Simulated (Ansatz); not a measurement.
Molecule: SnBr, net charge 1, singlet state. SMILES: [Br][Sn+]
Structure (B3LYP-D3(BJ)/def2-TZVP (Ansatz, a first-principles code) minimum search):
```xyz
2

Sn     0.0000     0.0000    -0.9977
Br     0.0000     0.0000     1.4252
```
Charge +1, spin multiplicity 1.

Problem. Give the harmonic wavenumbers at B3LYP-D3(BJ)/def2-TZVP (Ansatz, finite differences of forces, unscaled).

Solution. 291 cm⁻¹. Zero-point energy 0.4 kcal/mol.

Problem. From these and the geometry, give the ideal-gas thermochemistry at 298.15 K and 1 atm (rigid rotor, harmonic oscillator).

Solution. Point group C∞v, rotational symmetry number 1. Rotational constants 1.803, 1.803 GHz. S(trans) 41.76, S(rot) 18.17, S(vib) 1.47, S(elec, spin only) 0.00, S 61.4 cal/(mol K). H(298) - H(0) 2.34 kcal/mol; G - E(el) -15.5 kcal/mol.
